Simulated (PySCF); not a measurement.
## Electron correlation in Kr⁺ (krypton, charge +1)

[Ar] 3d10 4s2 4p5, 2P determinant. Computed with PySCF 2.14 in def2-SVP (5s4p3d, 32 functions), with no relativity, point nucleus. Frozen: [Ar] 3d10; 7 electrons correlated.

MP2 pair energies summed by pair of shells (mhartree):

```csv
pair,energy,share (%)
4p-4p,-68.75,68.4
4s-4p,-26.06,25.9
4s-4s,-5.70,5.7
```

Total MP2 correlation energy: -100.51 mhartree.

Same-spin part -25.38 and opposite-spin part -75.13 mhartree; SCS-MP2 scales them by 1/3 and 6/5 to -98.61 mhartree.

```csv
level,correlation energy (mhartree)
CCSD,-115.39
(T),-1.30
CCSD(T),-116.69
```

Diagnostics: T1 = 0.0047, D1 = 0.0174, largest double amplitude 0.051.

Cost of the coupled-cluster step: 0.2 s of wall time on 1 thread of Neoverse-N1 (shared host), for 7 correlated electrons.

Iterations:

```
CC2 = 0
CCSD nocc = (np.int64(4), np.int64(3)), nmo = (18, 18)
frozen orbitals [[0, 1, 2, 3, 4, 5, 6, 7, 8, 9, 10, 11, 12, 13], [0, 1, 2, 3, 4, 5, 6, 7, 8, 9, 10, 11, 12, 13]]
max_cycle = 100
direct = 0
conv_tol = 1e-08
conv_tol_normt = 1e-06
diis_space = 8
diis_start_cycle = 0
Init t2, MP2 energy = -0.100506489274861
Init E_corr(UCCSD) = -0.100506489284256
cycle = 1  E_corr(UCCSD) = -0.112539248274858  dE = -0.012032759  norm(t1,t2) = 0.0293435
cycle = 2  E_corr(UCCSD) = -0.114578595393678  dE = -0.00203934712  norm(t1,t2) = 0.00879272
cycle = 3  E_corr(UCCSD) = -0.115405854541381  dE = -0.000827259148  norm(t1,t2) = 0.00324136
cycle = 4  E_corr(UCCSD) = -0.11538684888292  dE = 1.90056585e-05  norm(t1,t2) = 0.000260863
cycle = 5  E_corr(UCCSD) = -0.115388439972799  dE = -1.59108988e-06  norm(t1,t2) = 5.1408e-05
cycle = 6  E_corr(UCCSD) = -0.115388400827783  dE = 3.91450154e-08  norm(t1,t2) = 7.40983e-06
cycle = 7  E_corr(UCCSD) = -0.115388427904677  dE = -2.70768942e-08  norm(t1,t2) = 1.24231e-06
cycle = 8  E_corr(UCCSD) = -0.115388418761164  dE = 9.14351379e-09  norm(t1,t2) = 2.37713e-07
UCCSD converged
E(UCCSD) = -2751.300713737711  E_corr = -0.1153884187611636
UCCSD(T) correction = -0.0012965357270876
```
